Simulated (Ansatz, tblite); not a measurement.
Removing and adding an electron: cis-[VF2(H2O)4]+ (VO₄F₂H₈⁺). Charge 1, multiplicity 3. Geometry: PBE0-D4/def2-SVP. Ansatz, gas phase; energy differences of separate SCF runs; the oxidised species was run as a doublet alone; the reduced species was run as a quartet alone.

```xyz
15

V    -0.318   -0.161   -0.262
F    -0.076   -1.504   -1.383
O     0.032    1.330    1.238
H     0.363    1.070    2.109
H    -0.737    1.899    1.386
F    -1.963    0.477   -0.311
O     1.745   -0.409    0.266
H     2.357    0.315    0.070
H     2.137   -1.210   -0.112
O     0.267    1.108   -1.825
H    -0.363    1.808   -2.049
H     0.365    0.572   -2.628
O    -0.989   -1.496    1.207
H    -0.875   -2.430    0.973
H    -1.944   -1.370    1.320
```

The xTB rows come from tblite.

Q: Estimate orbital energies and vertical ionisation energies and electron affinities at: GFN1-xTB; GFN2-xTB; PBE-D4/def2-TZVP; r2SCAN-D4/def2-TZVP; PBE0-D4/def2-TZVP.

A: 
```tsv
level	−HOMO (eV)	vertical IE (eV)	−LUMO (eV)	vertical EA (eV)	HOMO–LUMO gap (eV)	IE − EA (eV)
GFN1-xTB	–	18.12	–	10.79	–	7.34
GFN2-xTB	–	17.32	–	9.56	–	7.76
PBE-D4/def2-TZVP	8.26	12.18	7.55	4.09	0.71	8.10
r2SCAN-D4/def2-TZVP	8.95	12.66	7.49	3.99	1.47	8.67
PBE0-D4/def2-TZVP	10.94	13.18	6.27	4.05	4.67	9.14
```

   HOMO and LUMO are the levels of the spin that leaves or enters (xTB has no such levels and no spin-polarisation term). Other spin states of the ions may lie lower, which would lower the ionisation energy or raise the affinity. Raw xTB energy differences between charge states are shifted by several eV; the methods need an empirical correction for them.
